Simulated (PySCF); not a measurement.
**[PdI3]+, singlet: structure and spectrum**

These are results of PBE0 in PySCF with Pd def2-SVP with ECP28, I def2-SVP with ECP28; scalar-relativistic core potentials, no spin–orbit coupling; density-fitted integrals, not measurements.

The structure is a minimum.

```xyz
4
charge 1 multiplicity 1, angstrom
Pd    0.0000    0.0000   -1.0490
I     2.1076    0.0000    0.2905
I    -1.0538    1.8252    0.2905
I    -1.0538   -1.8252    0.2905
```

```json
{"Point group": "C3v", "Bond lengths": "Pd–I 2.497 Å (×3)", "Bond angles": "I–Pd–I 93.9° (×3)", "Principal quadrupole moments (Buckingham, traceless) about the centre of mass": "-9.52, 4.76, 4.76 D Å", "Rotational constants": "0.01696, 0.01696, 0.009969 cm⁻¹", "Lowest empty level": "-10.11 eV", "Highest occupied level": "-12.25 eV", "Enthalpy at 298.15 K above 0 K": "20.69 kJ/mol", "Entropy at 298.15 K and 1 bar": "401.8 J/(mol K)", "Heat capacity Cp at 298.15 K": "80.7 J/(mol K)", "Zero-point energy": "4.9 kJ/mol", "Principal polarisabilities": "76.6, 141.7, 141.7 bohr³", "Rotational symmetry number": "3", "Dipole moment about the centre of mass": "0.88 D"}
```

Harmonic modes (masses in u: Pd 105.903, I 126.904):
```
symmetry  ω (cm⁻¹)  IR (km/mol, summed over degenerate members)   μ (u)
       e        40                                          0.1  124.30
      a1        50                                          0.3  119.15
      a1       227                                          0.9  116.42
       e       227                                          3.6  114.23
```

In C3v the vibrations span 2e + 2a1.

Charges (e):
```tsv
atom	Mulliken	Löwdin	polar tensor	Mayer order to Pd1
Pd1	0.13	-0.71	0.54	–
I2,3,4	0.29	0.57	0.15	1.03
```

Mulliken populations on Pd1 (electrons outside its core potential): s 2.49, p 6.36, d 9.01, f 0.00.

Formally Pd is in oxidation state +4, d6, with 0 unpaired electrons (the high-spin count would be 4). The polar-tensor charge on Pd, 0.54, is far below the formal one.

Only a few start shapes were tried, so a lower isomer may exist. At this level a singlet minimum of C2v symmetry lies 63 kJ/mol below this structure.

The final relaxation and frequency run took roughly 3 core-minutes on a shared host.
